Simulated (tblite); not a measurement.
Compound: C4H11PSe.
Numbering: `[CH3:1][CH2:2][CH2:3][P@@H:4]([CH3:5])=[Se:6]` (hydrogens: H7, H8, H9 on C1; H10, H11 on C2; H12, H13 on C3; H14 on P4; H15, H16, H17 on C5)

Computed with GFN2-xTB (tblite), gas phase: L-BFGS steps from a force-field or distance-geometry start until the largest atomic force falls under 0.01 eV/Å.

Step 21: E = -541.4248 eV
```
atom  x, y, z in Å  |  force x, y, z in eV/Å
C1      2.6593    0.3177   -0.2082    0.043  -0.002   0.001
C2      1.3826    0.0115    0.5605   -0.041  -0.026  -0.014
C3      0.1360   -0.0011   -0.3154   -0.111   0.015  -0.062
P4     -1.2754   -0.5060    0.7537   -0.052  -0.027   0.013
C5     -2.8229    0.2072    0.0905   -0.031  -0.002  -0.033
Se6    -1.4244   -2.5306    1.2146    0.074   0.022  -0.017
H7      3.5169    0.0541    0.4017    0.101   0.066   0.036
H8      2.7220   -0.2536   -1.1308   -0.078  -0.045  -0.001
H9      2.7193    1.3748   -0.4520   -0.010   0.031  -0.060
H10     1.4658   -0.9698    1.0342    0.018  -0.037   0.047
H11     1.2440    0.7586    1.3468    0.074  -0.048   0.072
H12    -0.0694    0.9725   -0.7607    0.039   0.114  -0.003
H13     0.2412   -0.7299   -1.1220   -0.043  -0.077  -0.008
H14    -1.0585    0.3264    1.8552   -0.019   0.006   0.032
H15    -2.7287    1.2596   -0.1592    0.052   0.080   0.047
H16    -3.5758    0.0675    0.8649   -0.066   0.032   0.011
H17    -3.1389   -0.3468   -0.7905    0.048  -0.101  -0.060
```

Step 22: E = -541.4283 eV
```
atom  x, y, z in Å  |  force x, y, z in eV/Å
C1      2.6577    0.3166   -0.2133    0.070   0.010   0.012
C2      1.3867    0.0077    0.5624   -0.050  -0.030  -0.003
C3      0.1369    0.0021   -0.3087   -0.139   0.014  -0.058
P4     -1.2772   -0.5088    0.7555   -0.060   0.064   0.048
C5     -2.8225    0.2075    0.0853   -0.054   0.017  -0.034
Se6    -1.4355   -2.5291    1.2241    0.078  -0.018  -0.027
H7      3.5193    0.0700    0.3974    0.116   0.045   0.052
H8      2.7249   -0.2651   -1.1286   -0.083  -0.042  -0.013
H9      2.7098    1.3718   -0.4669   -0.028   0.027  -0.074
H10     1.4711   -0.9754    1.0336    0.018  -0.017   0.031
H11     1.2552    0.7538    1.3515    0.060  -0.063   0.064
H12    -0.0701    0.9811   -0.7418    0.043   0.104  -0.007
H13     0.2362   -0.7177   -1.1244   -0.027  -0.074  -0.002
H14    -1.0605    0.3186    1.8628   -0.028   0.004   0.000
H15    -2.7324    1.2631   -0.1651    0.060  -0.021   0.065
H16    -3.5797    0.0671    0.8592   -0.013   0.026  -0.072
H17    -3.1269   -0.3514   -0.7998    0.038  -0.046   0.017
```

Step 23: E = -541.4320 eV
```
atom  x, y, z in Å  |  force x, y, z in eV/Å
C1      2.6571    0.3155   -0.2179    0.066   0.016   0.023
C2      1.3897    0.0034    0.5641   -0.037  -0.025   0.005
C3      0.1354    0.0056   -0.3033   -0.111   0.017  -0.026
P4     -1.2803   -0.5105    0.7579   -0.053   0.135   0.066
C5     -2.8232    0.2082    0.0797   -0.053   0.025  -0.022
Se6    -1.4433   -2.5276    1.2327    0.077  -0.048  -0.038
H7      3.5237    0.0869    0.3938    0.092   0.027   0.042
H8      2.7260   -0.2772   -1.1262   -0.070  -0.028  -0.007
H9      2.7000    1.3693   -0.4826   -0.044   0.000  -0.077
H10     1.4764   -0.9814    1.0337    0.011   0.008  -0.001
H11     1.2676    0.7477    1.3575    0.033  -0.078   0.041
H12    -0.0694    0.9915   -0.7241    0.040   0.066  -0.010
H13     0.2300   -0.7075   -1.1264   -0.019  -0.048   0.015
H14    -1.0630    0.3107    1.8707   -0.037   0.012  -0.024
H15    -2.7352    1.2669   -0.1696    0.062  -0.110   0.068
H16    -3.5846    0.0678    0.8524    0.022   0.016  -0.143
H17    -3.1140   -0.3572   -0.8090    0.020   0.016   0.086
```

Step 24: E = -541.4354 eV
```
atom  x, y, z in Å  |  force x, y, z in eV/Å
C1      2.6575    0.3146   -0.2209    0.031   0.012   0.026
C2      1.3911   -0.0006    0.5652   -0.006  -0.012   0.011
C3      0.1321    0.0090   -0.3000   -0.038   0.021   0.023
P4     -1.2843   -0.5100    0.7605   -0.025   0.148   0.061
C5     -2.8250    0.2094    0.0749   -0.022   0.015   0.001
Se6    -1.4441   -2.5268    1.2382    0.070  -0.049  -0.050
H7      3.5293    0.1015    0.3915    0.041   0.014   0.014
H8      2.7246   -0.2874   -1.1240   -0.041  -0.009   0.012
H9      2.6912    1.3671   -0.4962   -0.053  -0.034  -0.071
H10     1.4802   -0.9864    1.0343   -0.001   0.024  -0.037
H11     1.2785    0.7408    1.3636   -0.003  -0.082   0.016
H12    -0.0663    1.0011   -0.7116    0.030   0.017  -0.011
H13     0.2230   -0.7016   -1.1273   -0.019  -0.010   0.037
H14    -1.0658    0.3039    1.8773   -0.043   0.034  -0.027
H15    -2.7369    1.2696   -0.1718    0.063  -0.147   0.051
H16    -3.5897    0.0700    0.8450    0.021  -0.001  -0.169
H17    -3.1025   -0.3621   -0.8154   -0.006   0.061   0.115
```

Question: Estimate the geometry and energy of step 25. (The exact step hangs on the optimiser's Hessian estimate; all steps are aligned on step 24, rigid shifts and turns removed.)

Answer: E = -541.4385 eV, largest force 0.141 eV/Å
```
atom  x, y, z in Å  |  force x, y, z in eV/Å
C1      2.6583    0.3140   -0.2217   -0.017   0.000   0.016
C2      1.3912   -0.0037    0.5658    0.025   0.001   0.012
C3      0.1284    0.0116   -0.2985    0.041   0.024   0.063
P4     -1.2881   -0.5071    0.7630    0.017   0.093   0.041
C5     -2.8270    0.2109    0.0720    0.026  -0.008   0.025
Se6    -1.4376   -2.5267    1.2396    0.059  -0.016  -0.063
H7      3.5344    0.1113    0.3905   -0.014   0.006  -0.016
H8      2.7215   -0.2939   -1.1218   -0.007   0.001   0.028
H9      2.6845    1.3653   -0.5056   -0.052  -0.055  -0.057
H10     1.4819   -0.9896    1.0345   -0.010   0.018  -0.064
H11     1.2858    0.7342    1.3685   -0.035  -0.068   0.003
H12    -0.0616    1.0078   -0.7065    0.014  -0.023  -0.011
H13     0.2165   -0.7002   -1.1263   -0.021   0.027   0.057
H14    -1.0685    0.2997    1.8818   -0.044   0.067  -0.007
H15    -2.7374    1.2702   -0.1719    0.064  -0.116   0.021
H16    -3.5944    0.0728    0.8376   -0.015  -0.020  -0.139
H17    -3.0948   -0.3647   -0.8176   -0.030   0.069   0.089
```

The energy changes by -0.0031 eV. The first-order estimate −F·Δx gives -0.0043 eV and the mean of the old and new forces, exact on a quadratic surface, -0.0031 eV. The step makes an angle of 68° with the force vector and moves no atom by more than 0.012 Å.
